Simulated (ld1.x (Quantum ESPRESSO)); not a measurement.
# Transferability test, PAW potential for Sr

Sr, PAW, made with ld1.x (Quantum ESPRESSO) 7.5 (LDA (PZ), fully relativistic). Core [Ar] 3d10, reference 4s2 4p6 4d0 5s1.75 5p0 (charge +0.25). Waves: 4s (bound): rcut 1.75, rcutus 2.20 bohr; 5s (bound): rcut 1.75, rcutus 2.20 bohr; 4p (bound): rcut 2.10, rcutus 2.50 bohr; 5p (bound, empty): rcut 2.10, rcutus 2.50 bohr; 4d (bound, empty): rcut 2.20, rcutus 2.70 bohr; 4d channel at 1.8 Ry: rcut 2.20, rcutus 2.70 bohr; 4f channel at -0.1 Ry: rcut 1.85, rcutus 2.55 bohr; 4f channel at 0.55 Ry: rcut 1.85, rcutus 2.55 bohr. Local part: all-electron potential smoothed inside 2.15 bohr (lloc = -1). Core correction: Bessel-smoothed model core, default radius (core density twice the valence density). Augmentation charge: BESSEL, radius 1.75 bohr.

Open shells are filled in proportion to 2j + 1 (rel_dist='average').

Energies are relative to the spin-unpolarised reference configuration 4s2 4p6 4d0 5s1.75 5p0; without spin polarisation the order of configurations can differ from experiment. Not all tests gave a result: test run stopped at test 5 of 7 (negative rho).

| valence configuration | charge | ΔE all-electron (eV) | error AE − PS (meV) |
| --- | --- | --- | --- |
| 4s2 4p6 4d0 5s1 5p0 | +1 | 5.006 | +0.1 |
| 4s2 4p6 4d1 5s1 5p0 | 0 | 1.283 | +5.6 |

Question: What are ΔE and the potential's error for 4s2 4p6 4d0 5s2 5p0?

Answer: ΔE = -1.057 eV all-electron; the error (AE − PS) is 0.0 meV.

Question: What are ΔE and the potential's error for 4s2 4p6 4d0 5s0 5p0?

Answer: ΔE = 16.187 eV all-electron; the error (AE − PS) is +1.1 meV.

The ghost test of this file was not conclusive.
